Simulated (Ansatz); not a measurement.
Mulliken charges of C₂H₄ClFOSi, SMILES `FC1(Cl)CO[SiH2]1` from B3LYP/def2-TZVPP in Ansatz (PBE0-D4/def2-TZVP geometry).

| atom | x (Å) | y (Å) | z (Å) | charge (e) |
| --- | --- | --- | --- | --- |
| F1 | -1.486 | -1.250 | 0.512 | -0.200 |
| C2 | -0.830 | -0.112 | 0.155 | 0.154 |
| Cl3 | -2.000 | 1.212 | 0.060 | -0.130 |
| C4 | 0.375 | 0.198 | 1.069 | 0.045 |
| O5 | 1.439 | 0.249 | 0.101 | -0.412 |
| Si6 | 0.505 | -0.182 | -1.212 | 0.489 |
| H7 | 0.294 | 1.148 | 1.599 | 0.093 |
| H8 | 0.532 | -0.620 | 1.778 | 0.096 |
| H9 | 0.452 | 0.831 | -2.291 | -0.063 |
| H10 | 0.803 | -1.526 | -1.767 | -0.070 |

Problem. By hand: the dipole of these point charges (1 e Å = 4.8032 D).

Solution. Σ q r = (0.094, -0.006, -0.085) e Å, of length 0.127 e Å = 0.61 D.

Problem. How does the dipole of the full density compare? (An estimate is asked.)

Solution. Computed: (0.144, -0.029, -0.098) e Å, 0.85 D; the point charges give 0.72 times that, at 10° from its direction.

Point charges leave out the atoms' own dipoles, such as those of lone pairs, and Mulliken's split depends on the basis, so the two needn't agree.

B3LYP here is the variant with VWN-RPA as its local correlation; programs differ in this.
